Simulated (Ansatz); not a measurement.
The cluster Al7, relaxed as a quartet with UKS r2SCAN-D4/def2-SVP in Ansatz, starting from the r2SCAN-D4/def2-SVP geometry of the neutral doublet. Force threshold 0.02 eV/Å.

At r2SCAN-D4/def2-SVP a doublet of charge 0 lies 0.84 eV below the quartet, each at its own geometry. The structure comes from a short search, and lower isomers may exist.

Start:

```xyz
7

Al   -0.6457    0.7218   -1.8820
Al   -0.4966   -1.5464   -0.6764
Al    0.8768    1.9269   -0.0117
Al   -1.4061    0.8913    0.5702
Al    1.1272   -0.2577    1.3253
Al   -1.1811   -1.3871    1.8506
Al    1.7256   -0.3488   -1.1760
```

Task: Estimate the energy that the relaxation releases and the steps that it takes.

Result: 51.1 kJ/mol, in 21 steps; 71 s on 4 threads of Intel Xeon 6975P-C on a shared host. The force fell under the threshold at step 19, but the optimiser went on. No frequencies were taken in this run, so the end may be a saddle point.

Task: Does the start keep its bonding and symmetry?

Result: By distances, no bond broke or formed. The bond that changes most is Al4–Al5, from 2.88 to 2.63 Å (atoms count from 1). Point group C3v at the start, Cs at the end, both within 0.05 Å.

Task: Predict the relaxed structure.

Result: 
Cartesian coordinates in Å:
```
Al -0.8333 0.3849 -1.3557
Al -0.0543 -1.9329 -0.5986
Al 0.9674 2.0549 -0.1963
Al -1.2366 1.2283 1.0275
Al 0.9284 -0.2519 1.1648
Al -1.5862 -1.2724 1.3190
Al 1.8145 -0.2110 -1.3607
```
Bond lengths (bridged metal pairs left out): 14 × Al–Al 2.54 to 2.72 Å.
